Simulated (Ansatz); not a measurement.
`CC[N](CC)[In]([Cl])[Cl]`, charge 0, multiplicity 1.

(1) Give a relaxed structure at PBE0-D4/def2-TZVP (the Gaussian-basis code of Ansatz). (Estimate.)

Results:

(1) Ansatz gave: 
```xyz
18

C     0.529   -2.179   -0.980
C     0.882   -1.248    0.158
N     0.347    0.076   -0.062
C     0.549    0.985    1.043
C    -0.142    2.309    0.799
In   -1.502    0.142   -0.923
Cl   -1.841    0.951   -3.063
Cl   -3.462   -0.576    0.117
H     0.856   -1.768   -1.939
H     0.989   -3.161   -0.855
H    -0.557   -2.363   -1.025
H     0.539   -1.684    1.112
H     1.977   -1.171    0.232
H     0.206    0.560    2.002
H     1.629    1.160    1.154
H    -1.238    2.191    0.782
H     0.065    3.024    1.597
H     0.178    2.750   -0.148
```
Point group Cs.
This is one stationary point; other conformers may exist.
